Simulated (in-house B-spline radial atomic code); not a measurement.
Sn⁴⁷⁺. Computed with a B-spline radial atomic code. Model: all-electron spherical atom, spin shells full or empty, radial basis limit, no spin-orbit coupling: exact exchange with a local potential (Slater, KLI or optimised effective potential, whose far tail is KLI's), no correlation.

Empty minority-spin level lies below the highest occupied level: each spin potential is zero at infinity, spin occupations fixed.

The run also made RPA and GW results, which its time includes.

The Slater potential averages the orbital exchange potentials with the orbital densities as weights, KLI adds orbital constants, and the optimised effective potential minimises the exact-exchange energy among local potentials. So their energies lie above Hartree-Fock in the order OEP, KLI, Slater. All fall off as −1/r, unlike LDA and GGA exchange.

Command:
```bash
python run_gw.py task.json out
```
Settings (lengths in bohr, energies in hartree):
```
Z                      50
electrons              3
configuration          [He] 2s1
hamiltonian            nr
method                 oep
lmax                   9
spin_polarised         True
box_radius             2.19
intervals              63
ion_configuration      1s2
```

Run time, properties included: 2.4 s on 1 thread of Arm Neoverse N1, with other jobs on the host.

Given: hamiltonian non-relativistic; mean-field start exchange-only OEP.

Computed: energy above Hartree-Fock 0.44479 millihartree; virial ratio -E/T less 1 0.

```
radius (bohr)  r times exchange potential up (hartree bohr)  r times exchange potential down (hartree bohr)
        0.001                                     -0.044182                                       -0.049584
      0.00117                                     -0.051657                                       -0.057981
      0.00138                                     -0.060868                                       -0.068332
      0.00162                                     -0.071357                                       -0.080129
       0.0019                                     -0.083541                                       -0.093844
      0.00223                                     -0.097815                                        -0.10993
      0.00262                                      -0.11454                                        -0.12881
      0.00308                                      -0.13407                                        -0.15089
      0.00362                                      -0.15663                                        -0.17651
      0.00425                                      -0.18249                                        -0.20594
      0.00499                                      -0.21206                                        -0.23981
      0.00586                                      -0.24571                                        -0.27858
      0.00689                                      -0.28378                                         -0.3229
      0.00809                                      -0.32571                                        -0.37225
       0.0095                                             ?                                               ?
       0.0112                                      -0.42135                                        -0.48816
       0.0131                                      -0.47062                                        -0.55041
       0.0154                                      -0.52144                                        -0.61735
       0.0181                                      -0.56979                                          -0.685
       0.0212                                      -0.61174                                        -0.74956
       0.0249                                      -0.64609                                         -0.8109
       0.0293                                      -0.66723                                        -0.86577
       0.0344                                      -0.66939                                        -0.91064
       0.0404                                      -0.63675                                        -0.94523
       0.0474                                      -0.55156                                        -0.96942
       0.0557                                      -0.43953                                        -0.98489
       0.0654                                      -0.47893                                        -0.99346
       0.0769                                      -0.65061                                        -0.99762
       0.0903                                      -0.77556                                        -0.99928
        0.106                                       -0.8544                                        -0.99983
        0.125                                             ?                                               ?
        0.146                                      -0.95177                                              -1
        0.172                                      -0.97845                                              -1
        0.202                                      -0.99211                                              -1
        0.237                                      -0.99783                                              -1
        0.278                                      -0.99938                                              -1
        0.327                                       -1.0002                                              -1
```

(1) What belongs in the row 0.0095?

(2) What belongs in the row 0.125?

```
occupied  level (hartree)  Hartree-Fock level (hartree)
   1s up          -1201.8                       -1209.7
 1s down          -1208.7                       -1208.7
   2s up          -292.85                       -292.85
```

| empty | level (hartree) |
| --- | --- |
| 2s down | -294.72 |
| 2p down | -292.55 |
| 2p up | ? |
| 3s down | -129.84 |
| 3s up | -129.38 |
| 3p down | -129.11 |
| 3p up | -128.38 |
| 3d down | -128.35 |
| 3d up | -128.02 |
| 4s down | -72.762 |
| 4s up | ? |
| 4p down | -72.45 |
| 4p up | -72.167 |
| 4d down | -72.162 |

(3) What belongs in the row 2p up?

(4) What belongs in the row 4s up?

Results:

(1) r times exchange potential up (hartree bohr): -0.37138; r times exchange potential down (hartree bohr): -0.42698.

(2) r times exchange potential up (hartree bohr): -0.91176; r times exchange potential down (hartree bohr): -0.99997.

(3) level (hartree): -289.18.

(4) level (hartree): -72.573.

The highest level, 2s up, differs from Hartree-Fock by -0.0038 eV and the deepest, 1s down, by +0 eV: a local potential can match the highest level but can't give each shell its own exchange.
